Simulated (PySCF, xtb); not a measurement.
B2O3, SMILES O=BOB=O. Atoms are numbered in the order given.

```xyz
5

O      0.0000     0.0000    -2.5158
B      0.0000     0.0000    -1.3102
O      0.0000     0.0000     0.0000
B      0.0000     0.0000     1.3102
O      0.0000     0.0000     2.5158
```
Charge 0, spin multiplicity 1.

Coordinates come from a PBE0-D3(BJ)/def2-SVP optimisation. One conformer was computed; it need not be the lowest.

Calculation: PySCF with C-PCM-B3LYP/def2-SVP.

The values are the electrostatic part of the solvation free energy, E(continuum) − E(gas) at the gas-phase geometry, in a cavity of scaled van der Waals radii (PySCF's table); cavitation and dispersion terms are not included. In vacuum the orbital gap is 8.78 eV. The dipole moment in vacuum is 0.00 D.

Computed values in water (ε = 78.36), benzene (ε = 2.27), acetone (ε = 20.49):
| solvent | ε | ΔG(elec) (kcal/mol) | dipole (D) | gap (eV) |
|---|---|---|---|---|
| water | 78.36 | -7.4 | 0.00 | 9.15 |
| benzene | 2.27 | -4.0 | 0.00 | 8.98 |
| acetone | 20.49 | -7.1 | 0.00 | 9.14 |

For comparison, GFN2-xTB/ALPB(water) (xtb, at the GFN2-xTB geometry, all terms of that model) gives -2.1 kcal/mol.
